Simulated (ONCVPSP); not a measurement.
**An all-electron radial function and its pseudo partner (Be)**

Columns: radius, all-electron u(r) and pseudo u(r) of the 2s shell (level -5.64 eV) of beryllium in the configuration [He] 2s2; PW91, scalar-relativistic, ONCV scheme, ONCVPSP 4.0.1.

```
r (bohr)  all-electron  pseudo
   0.118       -0.2142  0.0472
   0.235       -0.2512  0.0943
   0.353       -0.2009  0.1424
   0.470       -0.1109  0.1903
   0.588       -0.0051  0.2381
   0.705        0.1007  0.2843
   0.822        0.2002  0.3282
   0.940        0.2906  0.3696
   1.058        0.3694  0.4081
   1.175        0.4365  0.4436
   1.292        0.4931  0.4772
   1.410        0.5394  0.5096
   1.528        0.5756  0.5407
   1.645        0.6023  0.5696
   1.763        0.6209  0.5954
   1.880        0.6321  0.6158
   1.998        0.6369  0.6291
   2.115        0.6362  0.6339
   2.232        0.6309  0.6307
   2.350        0.6215  0.6215
   2.468        0.6089  0.6089
   2.585        0.5938  0.5938
   2.702        0.5765  0.5765
   2.820        0.5575  0.5575
   2.938        0.5373  0.5373
   3.055        0.5163  0.5163
```

Problem. How many radial nodes do the two functions have?

Solution. The all-electron 2s function has n − l − 1 = 1; the pseudo-wave has 0, since the states of the same l below it are removed with the core.

Problem. At about which radius was the pseudo-wave matched?

Solution. 2.30 bohr, where the columns begin to agree (steps of 0.12 bohr).

Problem. Is the pseudo-wave norm-conserving?

Solution. Yes: the ONCV scheme keeps the norm inside the radius equal to the all-electron one, which fixes the energy derivative of the logarithmic derivative at the level.
